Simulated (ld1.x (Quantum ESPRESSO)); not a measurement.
**chromium (Cr), PAW: configuration errors across variants**

ld1.x (Quantum ESPRESSO) 7.5 input, shortened:

```
&input
   title='Cr', zed=24., rel=1, dft='BP', iswitch=3,
   config='[Ar] 3d5 4s1 4p0'
 /
 &inputp
   pseudotype=3, lpaw=.true., tm=.true., lloc=-2, rcloc=1.30,
   nlcc=.true., new_core_ps=.true., rcore=0.85,
   which_augfun='PSQ', rmatch_augfun=1.35
 /
6
3S  1  0   2.00   0.00  1.20  1.40  0.0
4S  2  0   1.00   0.00  1.20  1.40  0.0
3P  2  1   6.00   0.00  1.60  2.05  0.0
4P  3  1   0.00   0.00  1.60  2.05  0.0
3D  3  2   5.00   0.00  1.40  1.75  0.0
3D  3  2   0.00   4.05  1.40  1.75  0.0
 &test
   configts(1)='3s2 3p6 3d5 4s1 4p0'
 /
```

All-electron excitation energies from the reference (eV): (1) 3s2 3p6 3d5 4s0 4p0 7.077; (2) 3s2 3p6 3d4 4s0 4p0 23.225; (3) 3s2 3p6 3d3 4s0 4p0 54.024; (4) 3s2 3p6 3d6 4s0 4p0 1.761; (5) 3s2 3p6 3d5 4s0 4p1 3.166; (6) 3s2 3p5 3d5 4s1 4p0 51.638.

The overlap operator is not positive definite (basis up to 400 Ry) in “all radii but the core radius scaled by about 0.86 (s 1.20, p 1.76, d 1.50 bohr, rcut 1.02/1.36/1.20); local potential all-electron potential smoothed inside 1.12 bohr (lloc = -2); augmentation PSQ, radius 1.16 bohr”. Such files are unfit for use, however small their errors in these radial tests.

Tests that are not counted but printed errors over 1 eV. “all radii but the core radius scaled by about 1.20 (s 1.68, p 2.46, d 2.10 bohr, rcut 1.44/1.92/1.68); local potential all-electron potential smoothed inside 1.56 bohr (lloc = -2); augmentation PSQ, radius 1.62 bohr”: 3s2 3p6 3d5 4s0 4p1 (solver errors, printed error -2.0 eV); 3s2 3p6 3d4 4s1 4p1 (solver errors, printed error -2.4 eV).

1 further variants failed, have other tests or too few solved ones, and are left out.

Errors AE − PS in meV (a dash: test not solved or not reliable):

| change | (1) | (2) | (3) | (4) | (5) | (6) | bound ghosts |
| --- | --- | --- | --- | --- | --- | --- | --- |
| base | -2.7 | -14 | -45 | -3.2 | +1.1 | -34 | none |
| all radii but the core radius scaled by about 0.86 (s 1.20, p 1.76, d 1.50 bohr, rcut 1.02/1.36/1.20); local potential all-electron potential smoothed inside 1.12 bohr (lloc = -2); augmentation PSQ, radius 1.16 bohr | -1.1 | +3.4 | +18 | +0.7 | -0.4 | -16 | not determined (overlap not positive) |
| all radii but the core radius scaled by about 0.93 (s 1.30, p 1.92, d 1.64 bohr, rcut 1.12/1.50/1.30); local potential all-electron potential smoothed inside 1.22 bohr (lloc = -2); augmentation PSQ, radius 1.26 bohr | -1.8 | -5.1 | -20 | -1.3 | -0.2 | -26 | none |
| all radii but the core radius scaled by about 1.03 (s 1.44, p 2.12, d 1.80 bohr, rcut 1.24/1.66/1.44); local potential all-electron potential smoothed inside 1.34 bohr (lloc = -2); augmentation PSQ, radius 1.40 bohr | -3.2 | -20 | -57 | -4.2 | – | – | none |
| all radii but the core radius scaled by about 1.20 (s 1.68, p 2.46, d 2.10 bohr, rcut 1.44/1.92/1.68); local potential all-electron potential smoothed inside 1.56 bohr (lloc = -2); augmentation PSQ, radius 1.62 bohr | -1.7 | +0.7 | -13 | -0.3 | – | -21 | none |
| all radii but the core radius scaled by about 1.31 (s 1.84, p 2.68, d 2.30 bohr, rcut 1.58/2.10/1.84); local potential all-electron potential smoothed inside 1.70 bohr (lloc = -2); augmentation PSQ, radius 1.76 bohr | – | – | – | – | – | – | none |
| all radii but the core radius scaled by about 1.38 (s 1.94, p 2.84, d 2.42 bohr, rcut 1.66/2.22/1.94); local potential all-electron potential smoothed inside 1.80 bohr (lloc = -2); augmentation PSQ, radius 1.86 bohr | – | – | – | – | – | – | none |

Q: Give the same row for: all radii but the core radius scaled by about 1.12 (s 1.56, p 2.30, d 1.96 bohr, rcut 1.34/1.78/1.56); local potential all-electron potential smoothed inside 1.46 bohr (lloc = -2); augmentation PSQ, radius 1.50 bohr.

A: -4.4, -49, -102, -8.3, –, -52; bound ghosts: none. Not counted: 3s2 3p6 3d5 4s0 4p1 (solver errors, printed error -2.0 eV); 3s2 3p6 3d4 4s1 4p1 (solver errors, printed error -2.4 eV).
